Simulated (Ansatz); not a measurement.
Mulliken charges of `NB1CO1` from ωB97M-V/def2-TZVPP in Ansatz (PBE0-D4/def2-TZVP geometry).

```tsv
atom	x (Å)	y (Å)	z (Å)	charge (e)
N1	-0.877	1.189	-0.297	-0.246
B2	-0.080	0.063	-0.188	0.193
C3	0.789	-0.975	0.471	-0.138
O4	0.404	-0.920	-0.973	-0.319
H5	-1.287	1.481	-1.167	0.141
H6	-1.091	1.778	0.486	0.140
H7	0.379	-1.841	0.984	0.114
H8	1.856	-0.831	0.628	0.114
```

Q: By hand: the dipole of these point charges (1 e Å = 4.8032 D).

A: Σ q r = (-0.117, 0.301, 0.369) e Å, of length 0.490 e Å = 2.35 D.

Q: How does the dipole of the full density compare? (Best estimate.)

A: Computed: (-0.227, 0.419, 0.247) e Å, 2.58 D; the point charges give 0.91 times that, at 22° from its direction.

Point charges leave out the atoms' own dipoles, such as those of lone pairs, and Mulliken's split depends on the basis, so the two needn't agree.
